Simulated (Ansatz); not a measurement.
C9H21ClSi, SMILES `CC(C)[Si](Cl)(C(C)C)C(C)C`, 32 atoms. Total charge 0; spin multiplicity 1. Hardware: A = 11 threads of an AMD EPYC 7R13 on a shared host and a whole NVIDIA H100 80 GB; B = 11 threads of an AMD EPYC 7R13 on a shared host. Correlated methods freeze the cores.

**Question.** How many basis functions does each run have, and how long does it take in Ansatz? RHF-MP2/def2-QZVPP energy [A]; RKS PBE0-D4/def2-TZVPP energy [A]; RKS ωB97X-V/def2-TZVPP energy [A]; RKS B97M-V/def2-TZVPP energy [A]; RHF-CCSD(T)/def2-SVP energy [A]; RKS ωB97M-V/def2-QZVPP energy [A]; direct RPA on PBE orbitals/def2-TZVPP energy [A]; RKS PBE0-D4/def2-SVP energy [B]; RKS r2SCAN0-D4/def2-TZVPP energy [A]; RKS ωB97M-V/def2-SVP energy [B]; RKS PBE0-D4/def2-TZVP relaxation (8 steps) [A]; RKS PBE0-D4/def2-QZVPP energy [A]. (Estimate.)

**Answer.** The calculation gave: Other jobs shared the machine, so times are rough.

| level | job | functions | wall time | peak host memory (GiB) |
| --- | --- | --- | --- | --- |
| RKS PBE0-D4/def2-TZVPP | energy [A] | 657 | 3.3 s | 1.2 |
| RKS r2SCAN0-D4/def2-TZVPP | energy [A] | 657 | 3.9 s | 1.3 |
| RKS ωB97X-V/def2-TZVPP | energy [A] | 657 | 5 s | 1.4 |
| RKS B97M-V/def2-TZVPP | energy [A] | 657 | 5 s | 1.4 |
| RKS PBE0-D4/def2-SVP | energy [B] | 267 | 5.5 s | 1.7 |
| RHF-CCSD(T)/def2-SVP | energy [A] | 267 | 7.5 s | 0.88 |
| RHF-MP2/def2-QZVPP | energy [A] | 1283 | 11 s | 2.2 |
| RKS ωB97M-V/def2-SVP | energy [B] | 267 | 12 s | 2.2 |
| RKS PBE0-D4/def2-QZVPP | energy [A] | 1283 | 13 s | 2 |
| direct RPA on PBE orbitals/def2-TZVPP | energy [A] | 657 | 18 s | 4.5 |
| RKS PBE0-D4/def2-TZVP | relaxation (8 steps) [A] | 479 | 20 s | 1.3 |
| RKS ωB97M-V/def2-QZVPP | energy [A] | 1283 | 20 s | 2.2 |
